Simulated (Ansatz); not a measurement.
Computed with Ansatz on PBE0-D4/def2-TZVP structures; ΔE is electronic, products minus reactants. CBS: MP2 limit from def2 TZ/QZ plus the TZ coupled-cluster correction, frozen cores. This one scheme is used for every species. DFT in def2-TZVPP. B3LYP here is the variant with VWN-RPA as its local correlation; programs differ in this. Each species was taken in one conformer, which may not be the lowest.

Consider the redistribution: `O=C[SiH2]Cl` + `[SiH3]B[SiH2][SiH3]` → `O=C[SiH2][SiH2][SiH3]` + `[SiH3]BCl`.

```tsv
level	ΔE (kJ/mol)	difference from CCSD(T)/CBS
PBE0-D4	-20.7	-4.1
B3LYP-D4	-18.7	-2.1
B2PLYP	-17.4	-0.8
PBE	-21.5	-4.9
PBE0	-19.6	-3.0
MP2/def2-TZVPP	-17.9	-1.3
SCS-MP2/def2-TZVPP	-16.8	-0.2
CCSD/def2-TZVPP	-17.7	-1.1
HF/def2-QZVPP	-9.5	7.1
SCS-MP2/def2-QZVPP	-14.5	2.1
CCSD(T)/CBS	-16.6	0
```

Largest T1 diagnostic among the species: 0.016.

In def2-TZVPP, CCSD(T) changes the Hartree–Fock value by −9.1 kJ/mol (the triples alone add −2.3 kJ/mol) and MP2 by −7.0 kJ/mol.
